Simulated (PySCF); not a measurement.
Species: C8H7FO.
Geometry (PBE0-D3(BJ)/def2-SVP, Å), atoms numbered from 1 in this order:
```
atom  x, y, z in Å
C1    -1.7672   -1.2465   -0.0798
C2    -0.4241   -0.5751   -0.0477
C3     0.7232   -1.3736   -0.1402
C4     2.0064   -0.8362   -0.1148
C5     2.1855    0.5406    0.0064
C6     1.0685    1.3568    0.1003
C7    -0.2284    0.8202    0.0761
C8    -1.3075    1.8283    0.1877
O9    -1.1724    3.0042    0.2819
F10   -2.5435    1.3047    0.1811
H11   -1.6444   -2.3284   -0.2228
H12   -2.3218   -1.0825    0.8558
H13   -2.4008   -0.8570   -0.8884
H14    0.5980   -2.4550   -0.2373
H15    2.8717   -1.4993   -0.1910
H16    3.1877    0.9735    0.0275
H17    1.1676    2.4396    0.1964
```

Linear response at wB97X-D/def2-SVPD (PySCF, frozen core in the response, non-relativistic).

Static isotropic polarisability: 96.14 au (14.25 Å³), principal values 57.8, 110.5, 120.1 au.

(1) What is the polarisability at 1064 nm and at the sodium D line?

(2) What is the isotropic C6 coefficient between two such molecules, C6 = (3/π)∫α(iω)² dω?

(3) Which effective excitation energy ω̄ makes London's formula C6 = (3/4)α²ω̄ exact here?

(4) How many electrons N does the Slater–Kirkwood formula C6 = (3/4)·√N·α^(3/2) need to give this C6?

(5) How anisotropic is the static polarisability, by Δα² = ½[(α1 − α2)² + (α2 − α3)² + (α3 − α1)²]?

(6) What n − 1 at the D line would an ideal gas of it have at 273.15 K and 1 atm (2.6868 × 10¹⁹ cm⁻³), by n − 1 = 2π·N·α′?

(7) What molar refraction at the D line follows from R = (4π/3)·N_A·α′, with α′ the polarisability volume?

(8) What three-body coefficient follows from the one-pole estimate C9 = (3/4)·α·C6?

Answers

(1) 97.36 au at 1064 nm (+1.3 %), 100.40 au at 589.3 nm (+4.4 %). The rise at 589.3 nm is 3.49 times that at 1064 nm; a pure ω² law gives 3.26. The lowest singlet lies at 254 nm, shorter than both wavelengths.

(2) 3582 au (Eh·bohr⁶) by a ten-point quadrature over imaginary frequencies, which is 2140 eV·Å⁶ or 206 J·nm⁶/mol.

(3) ω̄ = 4·C6/(3α²) = 0.517 Eh = 14.1 eV. A one-pole form α(ω) = α/(1 − ω²/ω̄²) fitted to the 1064 nm value gives 10.4 eV. London's choice of the ionisation energy (9.46 eV, ΔSCF at the same level) gives C6 = 2410 au, 33 % too low.

(4) N = (4·C6/3)²/α³ = 25.7; the species has 72 electrons in all.

(5) Δα = 58.2 au, or 0.61 of the isotropic value.

(6) 25.12 × 10⁻⁴, a formal value whether or not that pressure can be reached.

(7) α′ = 14.88 Å³ gives R = 37.53 cm³/mol, for isolated, non-vibrating species.

(8) 258000 au. This is an estimate from the two numbers above, not a computed integral.

One conformer stands for the species.

The pairwise dispersion term of wB97X-D wasn't added to the energies; at a given geometry it leaves orbitals and properties as they are.
